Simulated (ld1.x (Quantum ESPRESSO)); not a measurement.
**O (Z = 8): variants of one TM potential**

Base potential:

- Element: O (Z = 8)
- Generator: ld1.x (Quantum ESPRESSO) 7.5
- Type: norm-conserving Troullier–Martins (Kleinman–Bylander form)
- Functional: PBE
- Relativity: non-relativistic
- Frozen core: [He]
- Valence charge: 6
- Reference configuration: 2s2 2p3 (charge +1)
- Partial waves: 2s (bound): rc 0.75 bohr; 2p (bound): rc 1.95 bohr
- Local potential: all-electron potential smoothed inside 1.15 bohr (lloc = -1)
- Core correction: none

Cutoffs, loose and tight: the cutoffs (Ry, on a coarse ladder) from which the occupation-weighted sum of valence levels, in a spherical-Bessel basis at the reference potential, stays within 10 and 1 mRy of its value at 400 Ry. They do not see the model core or the augmentation charge, which bear on the density cutoff. Test errors are all-electron minus pseudo excitation energies from the reference, over the configurations 2s2 2p4; 2s2 2p2; 2s2 2p1; 2s2 2p3.5; 2s2 2p0; 2s1 2p4; 2s2 2p4.3. A dash means not determined; rows that change the core or the reference have their own tests.

A true bound ghost makes a file unfit for plane-wave use even where its test errors are small: the radial tests pick states by their node count and pass the ghost by.

```csv
change,outcome,"cutoff, loose","cutoff, tight",bound ghosts,largest test error (meV)
base,generated,80 Ry,200 Ry,none,+4397
"all radii scaled by about 0.78 (s 0.58, p 1.52 bohr); local potential all-electron potential smoothed inside 0.90 bohr (lloc = -1)",generated,230 Ry,over 300 Ry,none,+2094
"all radii scaled by about 0.89 (s 0.66, p 1.74 bohr); local potential all-electron potential smoothed inside 1.02 bohr (lloc = -1)",generated,140 Ry,230 Ry,none,+3004
"all radii scaled by about 1.07 (s 0.80, p 2.10 bohr); local potential all-electron potential smoothed inside 1.24 bohr (lloc = -1)",generated,80 Ry,200 Ry,none,+5478
"all radii scaled by about 1.19 (s 0.88, p 2.32 bohr); local potential all-electron potential smoothed inside 1.36 bohr (lloc = -1)",generated,80 Ry,180 Ry,none,+7216
"all radii scaled by about 1.26 (s 0.94, p 2.46 bohr); local potential all-electron potential smoothed inside 1.46 bohr (lloc = -1)",generated,70 Ry,160 Ry,none,+8144
"all radii scaled by about 1.34 (s 1.00, p 2.62 bohr); local potential all-electron potential smoothed inside 1.54 bohr (lloc = -1)",generated,60 Ry,140 Ry,s,+9649
```

Reading the sweep of the scale of all radii (base = 1) (base included, trends over the rows without a ghost): The loose cutoff falls from 230 Ry at 0.78 to 70 Ry at 1.26. A larger radius leaves more room for a smooth pseudo-wave, so fewer plane waves are needed; a smaller one forces it to follow the all-electron wave where it bends sharply. The median size of the test errors (rows with all tests solved) rises from 50.1 meV at 0.78 to 193.8 meV at 1.26, with one reversal. More of the atom is replaced by a form fitted at one configuration, so other configurations suffer as the radius grows. Bound ghosts are found at 1.34.
